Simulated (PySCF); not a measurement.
Geometry:
```csv
atom,x (Å),y (Å),z (Å)
C1,-1.143,1.937,-0.155
C2,-1.024,0.636,0.073
C3,-2.172,-0.167,0.607
C4,0.249,-0.119,-0.141
Si5,-0.007,-1.677,-1.229
C6,1.321,0.675,-0.830
C7,2.477,0.754,-0.192
O8,2.576,0.154,1.036
Si9,1.150,-0.511,1.517
H10,-2.069,2.458,0.023
H11,-0.328,2.535,-0.524
H12,-2.964,0.485,0.968
H13,-2.584,-0.807,-0.173
H14,-1.838,-0.805,1.424
H15,-0.762,-2.703,-0.505
H16,1.303,-2.211,-1.602
H17,-0.743,-1.284,-2.434
H18,1.155,1.112,-1.799
H19,3.382,1.239,-0.519
H20,1.385,-1.922,1.798
H21,0.629,0.238,2.657
```

- GIAO PBE0/pcSseg-1 shieldings
- coordinates at the GFN2-xTB level
- run in PySCF 2.14
- single conformer, averaged over atoms made equivalent by symmetry, fast rotation or ring inversion, relativity neglected, gas phase

Shifts are taken against calculated references (same method and geometry level): 13C, 1H, 29Si vs TMS; H2O for 17O.

| atoms | nucleus | count | Hirshfeld charge | δ (ppm) |
| --- | --- | --- | --- | --- |
| H19 | 1H | 1 | 0.06 | 6.55 |
| H11 | 1H | 1 | 0.03 | ? |
| H20 | 1H | 1 | -0.07 | 5.43 |
| H18 | 1H | 1 | 0.05 | 5.39 |
| Si5 | 29Si | 1 | 0.30 | -60.1 |
| H12/H13/H14 | 1H | 3 | 0.05 | 1.84 |
| O8 | 17O | 1 | -0.22 | ? |
| H15/H16/H17 | 1H | 3 | -0.08 | 4.09 |
| C7 | 13C | 1 | 0.03 | ? |
| H10 | 1H | 1 | 0.04 | 5.05 |
| H21 | 1H | 1 | -0.07 | ? |
| Si9 | 29Si | 1 | 0.41 | 10.8 |
| C6 | 13C | 1 | -0.08 | ? |
| C2 | 13C | 1 | 0.01 | 155.2 |
| C1 | 13C | 1 | -0.13 | 112.9 |
| C4 | 13C | 1 | -0.15 | 37.1 |
| C3 | 13C | 1 | -0.12 | 29.5 |

**Question.** Fill in the missing shifts.

**Answer.** 
- C7: 154.3 ppm, alkene carbon bearing oxygen; an sp2 carbon further deshielded by the attached heteroatom
- C6: 116.1 ppm, β carbon of an enol-ether or enamine type C=C
- H21: 5.11 ppm, hydrogen on a silicon bonded to C, O, in a 5-membered ring
- H11: 5.09 ppm, hydrogen on a terminal =CH2 carbon; a vinylic proton, deshielded by the sp2 carbon and the C=C anisotropy
- O8: 107.8 ppm, oxygen bonded to C, Si, in a 5-membered ring

Shifts are as computed. Against solution values, carbons near 30 ppm lie about +3 ppm off and those near 130 ppm about +5 ppm. Of 1211 compounds with measured shifts, 218 miss one by over three times the rms of a fit or turn the order of signals round; such compounds aren't used in these exercises. Experimental scales use liquid or dissolved standards, which lie at an offset from isolated H2O (liquid H2O: subtract about 36 ppm).
